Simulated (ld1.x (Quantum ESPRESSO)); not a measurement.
Building the TM semilocal potential for Te (Z = 52) (LDA (PZ), scalar-relativistic).

ld1.x (Quantum ESPRESSO) 7.5 input, shortened:

```
&input
   title='Te', zed=52., rel=1, dft='PZ', iswitch=3,
   config='[Kr] 4d10 5s2 5p4'
 /
 &inputp
   pseudotype=1, tm=.true., lloc=0,
   nlcc=.true., new_core_ps=.true.
 /
2
5P  2  1   4.00   0.00  1.70  1.70  0.0
5S  1  0   2.00   0.00  1.55  1.55  0.0
 &test
   configts(1)='5s2 5p4'
 /
```

All-electron outer shells of the reference configuration (LDA (PZ), scalar-relativistic, ld1.x):

```tsv
shell	level (eV)	outermost node (bohr)	outermost maximum (bohr)
4p	-114.19	0.38	0.74
4d	-41.70	0.36	0.81
5s	-15.36	0.91	1.77
5p	-6.12	1.00	2.17
```

Results:

```
Cutoffs needed           : 50 Ry and 100 Ry (the cutoffs (Ry, on a coarse ladder) from which the occupation-weighted sum of valence levels, in a spherical-Bessel basis at the reference potential, stays within 10 and 1 mRy of its value at 400 Ry)
Ghost test               : no extra level below or beside the all-electron valence levels (p, s tested); the semilocal form is local in each channel, so this says nothing of the separable form that plane-wave codes build from it (spherical-Bessel basis up to 400 Ry, 20 bohr box)
Largest excitation error : -67 meV (all-electron minus pseudo) for 5s2 5p1, out of 7 test configurations
```

Generation and tests took about 1.9 s on one core of a shared server CPU.
